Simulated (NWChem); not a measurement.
Species: BH, singlet; SMILES [BH]

```xyz
2

B      0.0000     0.0000     0.2343
H      0.0000     0.0000    -1.0108
```
Atoms are numbered in this order, from 1.

Results from NWChem. Low-valent species are run as closed-shell singlets; no triplet was tried in these runs. Coordinates come from a B3LYP/6-31G* (spherical d) optimisation. Static field.

### Question
What does the run give for PBE0/def2-SVP? Quantities: isotropic polarisability (bohr³); anisotropy (bohr³).

### Answer
```json
{
 "isotropic polarisability (bohr³)": "19.5",
 "anisotropy (bohr³)": "1.6"
}
```
